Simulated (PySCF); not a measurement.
System: sum formula Si$_{2}$H$_{2}$Cl$_{3}$, charge -1, multiplicity 1. It need not be the lowest isomer of its formula. Whether it binds its extra electron was not tested at this geometry. SMILES: [SiH2-][Si](Cl)(Cl)Cl
Geometry from a B3LYP-D3(BJ)/def2-TZVP (Ansatz) optimisation:
```
Si
Cl 1 2.1275
Cl 1 2.1275 2 102.51
Cl 1 2.1359 2 101.10 3 104.15
Si 1 2.3321 2 113.40 4 133.20
H 5 1.5297 1 88.92 2 -169.19
H 5 1.5297 6 94.75 1 -88.82
```
Charge -1, spin multiplicity 1.

Dispersion corrections to the total energy (kcal/mol) from the dftd3 and dftd4 libraries through PySCF: D3(BJ) without and D4 with the three-body term, each with the damping fitted for the functional named.

```csv
functional,D3(BJ),D4
B3LYP,-13.19,-13.00
revPBE,-15.32,-18.94
BHLYP,[?],-11.54
PW6B95,[?],-6.10
BP86,-13.38,-11.48
BLYP,-15.76,-16.72
r2SCAN,[?],-1.83
```

Task: Fill in the missing entries.

Result: 
- BHLYP, D3(BJ): -11.47
- PW6B95, D3(BJ): -4.90
- r2SCAN, D3(BJ): -1.96
